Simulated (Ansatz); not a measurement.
Geometry optimisation, RHF/def2-mTZVP in Ansatz.

Input:

```yaml
crystal:
  periodic: [false, false, false]
  atoms:
    - { symbol: C, position_ang: [-1.3798, 1.5721, -0.2259] }
    - { symbol: Ge, position_ang: [-0.599, 0.7229, 1.2746] }
    - { symbol: Ge, position_ang: [1.3312, -0.4164, 0.5051] }
    - { symbol: Si, position_ang: [2.28049, -1.67268, 2.14561] }
    - { symbol: H, position_ang: [-1.7011, 0.8555, -1.021] }
    - { symbol: H, position_ang: [-0.7147, 2.3605, -0.6768] }
    - { symbol: H, position_ang: [-2.313, 2.1518, 0.1065] }
    - { symbol: H, position_ang: [-1.5503, -0.2823, 1.8716] }
    - { symbol: H, position_ang: [-0.2013, 1.791, 2.3905] }
    - { symbol: H, position_ang: [0.9541, -1.34528, -0.69235] }
    - { symbol: H, position_ang: [2.38183, 0.64488, -0.02833] }
    - { symbol: H, position_ang: [2.62705, -0.73066, 3.28176] }
    - { symbol: H, position_ang: [1.20633, -2.61498, 2.72212] }
    - { symbol: H, position_ang: [3.42344, -2.33859, 1.74331] }
basis:
  gaussian: { orbitals: def2-mTZVP }
hamiltonian:
  xc: hf
relax:
  f_tol: 0.015
  max_steps: 40
output:
  orbitals: {}
```

Command:

```bash
$ ansatz run input.yaml --threads 2 --pin off --max-ram 3072MiB --backend cpu --events-out ev --progress --plain --runs-dir out
```

Task: Where does it end, and by what steps?

Result: The forces met the threshold. The force dipped under the threshold on the way, but the program's further checks kept it going. After 6 steps the energy has fallen by 0.599 eV; H13 moved furthest, 0.25 Å.

```
step  energy less start (eV)  largest force component (eV/Å)  accepted
   0                  0.0000                           2.867       yes
   1                 -0.5481                           0.770       yes
   2                 -0.5908                           0.206       yes
   3                 -0.5977                           0.055       yes
   4                 -0.5987                           0.016       yes
   5                 -0.5991                           0.003       yes
   6                 -0.5992                           0.010       yes
```

```xyz
14
Properties=species:S:1:pos:R:3
C -1.511 1.718 -0.287
Ge -0.658 0.770 1.215
Ge 1.361 -0.448 0.508
Si 2.374 -1.735 2.275
H -1.806 1.023 -1.063
H -0.833 2.442 -0.720
H -2.396 2.242 0.052
H -1.656 -0.232 1.832
H -0.275 1.777 2.318
H 0.998 -1.395 -0.654
H 2.394 0.558 -0.037
H 2.770 -0.849 3.387
H 1.413 -2.732 2.788
H 3.572 -2.442 1.782
```

Whether the end is a true minimum wasn't checked by a vibrational analysis.

Time of the run: 25 s on 2 threads of Intel(R) Xeon(R) Platinum 8488C (Sapphire Rapids), with other jobs on the host, peak memory 0.42 GiB.
